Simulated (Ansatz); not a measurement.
One change: `[SiH3]CO[SiH2]Cl` becomes `CO[SiH2]Cl`.

Ansatz, PBE0-D4/def2-TZVP geometries, multiplicity 1. Each molecule was computed in one conformer, which needn't be the lowest.

```json
{"property": "HOMO energy (B3LYP/def2-TZVPP) / eV", "`[SiH3]CO[SiH2]Cl`": "-8.31"}
{"property": "HOMO–LUMO gap (ωB97M-V/def2-TZVPP) / eV", "`[SiH3]CO[SiH2]Cl`": "12.72"}
{"property": "HOMO–LUMO gap (PBE0/def2-TZVPP) / eV", "`[SiH3]CO[SiH2]Cl`": "8.75"}
{"property": "size of the dipole moment (PBE/def2-TZVPP) / D", "`[SiH3]CO[SiH2]Cl`": "1.09"}
{"property": "HOMO–LUMO gap (B3LYP/def2-TZVPP) / eV", "`[SiH3]CO[SiH2]Cl`": "8.33"}
{"property": "HOMO–LUMO gap (PBE/def2-TZVPP) / eV", "`[SiH3]CO[SiH2]Cl`": "6.47"}
```

Question: What does the change do to each property? (An estimate is asked.)

Answer: The calculation gave: 
```json
{"property": "HOMO energy (B3LYP/def2-TZVPP) / eV", "`CO[SiH2]Cl`": "-8.43", "shift": "-0.12"}
{"property": "HOMO–LUMO gap (ωB97M-V/def2-TZVPP) / eV", "`CO[SiH2]Cl`": "13.20", "shift": "0.48"}
{"property": "HOMO–LUMO gap (PBE0/def2-TZVPP) / eV", "`CO[SiH2]Cl`": "9.15", "shift": "0.40"}
{"property": "size of the dipole moment (PBE/def2-TZVPP) / D", "`CO[SiH2]Cl`": "1.46", "shift": "0.37"}
{"property": "HOMO–LUMO gap (B3LYP/def2-TZVPP) / eV", "`CO[SiH2]Cl`": "8.71", "shift": "0.38"}
{"property": "HOMO–LUMO gap (PBE/def2-TZVPP) / eV", "`CO[SiH2]Cl`": "6.74", "shift": "0.27"}
```

With PBE0 the HOMO falls by 0.13 eV and the LUMO rises by 0.27 eV, so the gap widens by about 0.40 eV. PBE moves the HOMO by 0.00 eV and ωB97M-V by -0.15 eV. Dipoles are sizes alone; their direction can turn.

B3LYP here is the variant with VWN-RPA as its local correlation; programs differ in this.
